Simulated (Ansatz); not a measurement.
`[CH3][Al-]([CH3])([F])[SH2+]`. The species carries charge 0 and has multiplicity 1. The structure was optimised at the PBE0-D4/def2-TZVP level. It is one conformer, not always the lowest.

```xyz
13

C     0.574    1.610   -0.479
Al    0.432   -0.145    0.378
C     0.690   -1.822   -0.588
F     0.738   -0.175    2.029
S    -2.132   -0.221    0.845
H     0.028    1.651   -1.427
H     0.205    2.420    0.158
H     1.619    1.844   -0.712
H     1.745   -1.969   -0.843
H     0.133   -1.840   -1.531
H     0.379   -2.690   -0.001
H    -1.940    0.445    1.997
H    -2.471    0.893    0.174
```

(1) What is the dipole moment at r2SCAN/def2-TZVPP? (Best estimate.)

(2) And with PBE, B3LYP, ωB97M-V? (Estimate.)

(3) Give the Mulliken charges with r2SCAN, ωB97M-V, B3LYP in def2-TZVPP. (Best estimate.)

Answers

(1) The calculation gave: 3.43 D, with components (-3.19, 1.03, -0.76) D in this frame, pointing from negative to positive charge.

(2) Ansatz gave: PBE 3.37 D, B3LYP 3.41 D, ωB97M-V 3.39 D.

(3) Computed: 
| atom | r2SCAN | ωB97M-V | B3LYP |
| --- | --- | --- | --- |
| C1 | -0.42 | -0.57 | -0.48 |
| Al2 | 0.68 | 0.66 | 0.67 |
| C3 | -0.41 | -0.56 | -0.48 |
| F4 | -0.40 | -0.38 | -0.40 |
| S5 | -0.08 | -0.10 | -0.10 |
| H6 | 0.05 | 0.10 | 0.08 |
| H7 | 0.05 | 0.10 | 0.08 |
| H8 | 0.07 | 0.11 | 0.09 |
| H9 | 0.06 | 0.11 | 0.09 |
| H10 | 0.05 | 0.10 | 0.08 |
| H11 | 0.06 | 0.11 | 0.08 |
| H12 | 0.15 | 0.17 | 0.15 |
| H13 | 0.13 | 0.15 | 0.14 |

B3LYP here is the variant with VWN-RPA as its local correlation; programs differ in this.
